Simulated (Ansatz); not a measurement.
Compare A (`CCO[SiH2]C`) with its isomer B (`C[SiH2]C(C)O`).

Calculated with Ansatz (gas phase, PBE0-D4/def2-TZVP geometries, no zero-point term in ΔE). CCSD(T)/CBS is the MP2 limit (def2-TZVPP, def2-QZVPP) plus CCSD(T) − MP2 in def2-TZVPP, frozen cores. Functionals use def2-TZVPP. B3LYP here is the variant with VWN-RPA as its local correlation; programs differ in this. Each species was taken in one conformer, which may not be the lowest.

(1) Which isomer does CCSD(T)/CBS put lower? Give the gap. (An estimate is asked.)

(2) Give E(B) − E(A) in kJ/mol with ωB97M-V, CCSD(T)/def2-TZVPP, CCSD(T)/def2-SVP, B3LYP-D4, r2SCAN-D4, BLYP-D4, PBE-D4. (Estimate.)

(3) Does the order hold for the free energy at 298.15 K (harmonic terms from PBE0-D4)? (An estimate is asked.)

Largest T1 diagnostic: 0.010.

## Answers

(1) Computed: A, by 117.2 kJ/mol.

(2) Computed: ωB97M-V 116.1, CCSD(T)/def2-TZVPP 117.9, CCSD(T)/def2-SVP 113.4, B3LYP-D4 119.4, r2SCAN-D4 116.7, BLYP-D4 114.5, PBE-D4 103.6. None reverses the order clearly.

(3) Ansatz gave: Yes: G(B) − G(A) = +117.5 kJ/mol, for one conformer each. Modes under 60 cm⁻¹, often nearly free rotors, make the harmonic entropy too high.

From BLYP to BHLYP (50 % exact exchange), in def2-TZVPP and without D4, E(B) − E(A) moves by +11.6 kJ/mol. At CCSD(T), def2-SVP lies −3.8 kJ/mol from the extrapolated value and def2-TZVPP +0.7 kJ/mol.
